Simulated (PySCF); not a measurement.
# Correlation energy of N(3+) (nitrogen, charge +3)

[He] 2s2, closed-shell 1S. Calculation: PySCF 2.14, in jorge-DZP-DKH (4s2p1d, 15 functions); scalar relativity by spin-free X2C-1e. Frozen: 1s2; 2 electrons correlated.

Total MP2 correlation energy: -46.48 mhartree.

Same-spin part 0.00 and opposite-spin part -46.48 mhartree; SCS-MP2 scales them by 1/3 and 6/5 to -55.77 mhartree.

With two correlated electrons CCSD is exact within the correlated space (frozen core and kept virtual orbitals).

| level | correlation energy (mhartree) |
| --- | --- |
| CCSD | -83.89 |

Diagnostics: T1 = 0.0060, D1 = 0.0085, largest double amplitude 0.154.

Task: Is a single reference adequate?

Result: Not fully. A double-excitation amplitude exceeds 0.15, a sign of near-degeneracy.
